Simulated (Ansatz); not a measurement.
`[CH3][In]([CH3])[F]` + HI → `[CH3][In]([F])[I]` + CH₄ at 600 K and 1 bar (ligand exchange at the In–C bond).

Gas-phase electronic energies from Ansatz, PBE0-D4/def2-TZVP geometries. CCSD(T)/CBS adds triple-zeta CCSD(T) − MP2 to the extrapolated MP2 energy (def2 sets, frozen cores). This one scheme is used for every species. Elements past krypton have def2 core potentials. For I, In outer-core shells are correlated without core-valence functions, which leaves a few kJ/mol of doubt a bond.

```csv
species,CCSD(T)/CBS energy (Eh),H − E (kJ/mol),S (J/(mol·K))
`[CH3][In]([CH3])[F]`,-369.35906,252.0,463.6
HI,-298.03592,31.6,227.0
`[CH3][In]([F])[I]`,-626.99744,151.9,458.3
CH₄,-40.46206,140.4,215.7
```

H − E and S are ideal-gas, rigid-rotor, harmonic terms from PBE0-D4/def2-TZVP. 1 Eh = 2625.50 kJ/mol, R = 8.31446 J/(mol·K).

By hand: ΔE, ΔH, ΔS and ΔG.

ΔE = (-626.99744) + (-40.46206) − (-369.35906) − (-298.03592) = -0.06452 Eh = -169.4 kJ/mol. Δ(H − E) = 151.9 + 140.4 − 252.0 − 31.6 = 8.7, so ΔH = -160.7 kJ/mol. ΔS = 458.3 + 215.7 − 463.6 − 227.0 = -16.6 J/(mol·K). ΔG = -160.7 − 600 × (-16.6)/1000 = -150.7 kJ/mol.

By hand: the equilibrium constant, and the temperature at which ΔG would vanish if ΔH and ΔS stayed fixed.

log₁₀ K = −ΔG/(RT ln 10) = 13.1. ΔG = 0 at ΔH/ΔS = 9681 K, far beyond where these terms or the molecules hold.

ΔH outweighs TΔS. A doubt of 5 kJ/mol in ΔE shifts log₁₀ K by 0.4 here. Modes under 60 cm⁻¹, often nearly free rotors, make the harmonic entropy too high. These are equilibria of isolated gas molecules and say nothing of rates. Largest T1 diagnostic: 0.014 (customary marks: 0.02 for closed shells, 0.045 for open ones).
